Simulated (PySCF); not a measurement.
## Electron correlation in Si²⁺ (silicon, charge +2)

[Ne] 3d2, high-spin 3F determinant (an excited configuration). Calculation: PySCF 2.14, in dyall-acv3z (19s12p6d4f, 113 functions); no relativity, point nucleus. Frozen: 1s2; 10 electrons correlated; the 15 highest virtual orbitals of each spin left out.

MP2 pair energies summed by pair of shells (mhartree):

```
 pair   energy  share (%)
2p-2p  -194.25       67.4
2s-2p   -65.36       22.7
2s-2s   -10.33        3.6
2p-3d    -9.74        3.4
3d-3d    -7.41        2.6
2s-3d    -1.22        0.4
```

Total MP2 correlation energy: -288.31 mhartree.

Same-spin part -81.53 and opposite-spin part -206.78 mhartree; SCS-MP2 scales them by 1/3 and 6/5 to -275.31 mhartree.
